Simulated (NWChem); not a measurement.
C$_{2}$H$_{3}$O$_{2}$, doublet; SMILES CC([O])=O

Results from NWChem. Pople sets run with spherical d functions. Spin-unrestricted. Coordinates come from a PBE0/def2-SVP, spin-unrestricted optimisation. No stability test was run on the SCF state. Total energies of different functionals are on different scales.

| level | energy (Ha) | highest occupied level (eV) | lowest empty minus highest occupied level, either spin (eV) | dipole (D) | <S²> |
|---|---|---|---|---|---|
| B3LYP/6-31G* | -228.4069 | -8.06 | 3.28 | 3.11 | 0.756 |
| PBE/6-31G* | -228.1592 | [?] | 1.46 | 2.94 | 0.753 |
| PW6B95/6-31G* | -228.6683 | -8.39 | 3.93 | 3.14 | 0.756 |
| TPSSh/6-31G* | -228.4161 | -7.58 | 2.53 | 3.06 | 0.755 |
| CAM-B3LYP/6-31G* | -228.3078 | -9.57 | 6.27 | 3.17 | 0.757 |
| N12/6-31G* | -228.3378 | -6.97 | 1.54 | 3.06 | 0.755 |
| revPBE/6-31G* | -228.3514 | -7.05 | 1.48 | 2.91 | 0.753 |

**Question.** What belongs in the gaps?

**Answer.** 
- PBE/6-31G*, highest occupied level (eV): -7.13
